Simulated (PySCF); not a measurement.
C3H11FSi2, SMILES CC(C)[SiH2][SiH2]F.

Coordinates come from a B3LYP-D3(BJ)/def2-SVP optimisation. This is a generated structure with no PubChem entry under its InChIKey; it may be hypothetical. One conformer was computed; it need not be the lowest.

Computed with B3LYP-D3(BJ)/def2-SVP (PySCF).

Frequencies are harmonic and unscaled.

Computed vibrational spectrum:
```csv
mode,ν (cm⁻¹),IR (km/mol),moving atoms (share of kinetic energy)
1,13,1.3,"F 48 %, C 22 %, H 21 %, Si 9 %"
2,74,0.2,"H 35 %, C 33 %, Si 30 %"
3,109,1.6,"F 38 %, C 34 %, H 15 %, Si 12 %"
4,183,7.6,"F 36 %, Si 33 %, H 17 %, C 14 %"
5,227,0.4,"H 48 %, C 43 %, Si 9 %"
6,245,0.3,"H 91 %, C 8 %"
7,261,0.9,H 91 %
8,320,4.7,"H 41 %, C 31 %, Si 27 %"
9,375,10.1,"H 59 %, C 31 %, Si 10 %"
10,419,5.2,"Si 73 %, H 21 %"
11,443,22.8,"H 50 %, C 26 %, Si 21 %"
12,567,4.3,"H 67 %, Si 29 %"
13,603,0.1,"C 45 %, H 36 %, Si 19 %"
14,694,10.3,H 92 %
15,737,19.9,H 89 %
16,780,222.2,"H 81 %, Si 15 %"
17,835,39.7,"F 53 %, H 25 %, Si 22 %"
18,893,114.8,"H 60 %, C 26 %, Si 11 %"
19,897,158.6,"H 51 %, C 35 %, Si 11 %"
20,930,4.5,"H 87 %, C 13 %"
21,935,31.6,H 93 %
22,959,108.6,H 93 %
23,979,0.0,"H 71 %, C 29 %"
24,1029,3.2,"H 82 %, C 15 %"
25,1108,3.3,"C 65 %, H 35 %"
26,1180,0.8,"H 50 %, C 49 %"
27,1251,10.9,"H 61 %, C 39 %"
28,1318,0.0,"H 74 %, C 26 %"
29,1390,2.2,"H 80 %, C 20 %"
30,1409,0.5,"H 81 %, C 19 %"
31,1462,0.4,H 97 %
32,1474,2.7,H 96 %
33,1482,9.7,H 97 %
34,1487,4.7,H 96 %
35,2192,93.0,H 97 %
36,2203,57.3,H 96 %
37,2214,123.9,H 98 %
38,2221,182.7,H 96 %
39,3014,23.6,H 97 %
40,3016,14.5,H 93 %
41,3020,28.0,H 96 %
42,3088,25.4,"H 91 %, C 9 %"
43,3095,21.7,"H 91 %, C 9 %"
44,3101,19.2,"H 91 %, C 9 %"
45,3115,11.3,"H 91 %, C 9 %"
```
